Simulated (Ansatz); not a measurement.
Cost and result up the ladder for the cluster Li7 (7 atoms). Charge 0, multiplicity 2. Geometry: PBE/def2-TZVP.

```tsv
atom	x (Å)	y (Å)	z (Å)
Li1	-0.3898	-0.2127	2.8928
Li2	0.2928	0.7759	-1.8536
Li3	2.5588	-1.0284	-0.9762
Li4	1.4649	1.0892	0.8874
Li5	-0.1007	-1.1832	0.1758
Li6	-1.4971	1.2793	0.4973
Li7	-2.3289	-0.7202	-1.6234
```

Ansatz on 4 threads of Arm Neoverse V1 on a shared host. Times are rough, and most runs start from the orbitals of an earlier one. PBE0/def2-TZVP serves as the yardstick here, not as an exact answer. Binding counts from free atoms at the same level (Li doublet; other spins of the atoms weren't run), without zero-point energy or a counterpoise term.

Correlated methods freeze no core orbitals; core or outer-core shells of Li are correlated, in sets that lack core-valence functions. Another isomer (doublet) lies 0.12 eV lower at PBE0/def2-TZVP; other spin states weren't run for this one.

Run but left out: CCSD(T)/def2-TZVPP (⟨S²⟩ 1.77, where a pure state has 0.75).

Correlated methods converge slowly with the basis.

```json
{"level": "PBE0/def2-TZVP", "functions": "98", "wall time": "1.6 s"}
{"level": "PBE/def2-TZVP (with forces)", "functions": "98", "wall time": "1.6 s"}
{"level": "BHLYP/def2-TZVP", "functions": "98", "wall time": "1.6 s"}
{"level": "B2PLYP/def2-TZVP", "functions": "98", "wall time": "2.7 s"}
{"level": "r2SCAN/def2-TZVP", "functions": "98", "wall time": "6.5 s"}
```

Task: Estimate what each level gives for the binding energy per atom (eV).

Result: 
```
                      level  binding energy per atom (eV)  difference from PBE0/def2-TZVP (eV)                        remarks
             PBE0/def2-TZVP                          0.85                                 0.00                              –
PBE/def2-TZVP (with forces)                          0.88                                 0.03                              –
            BHLYP/def2-TZVP                          0.75                                -0.09                              –
           B2PLYP/def2-TZVP                          0.75                                -0.09                              –
           r2SCAN/def2-TZVP                          0.85                                 0.00  spin-contaminated (⟨S²⟩ 0.83)
```
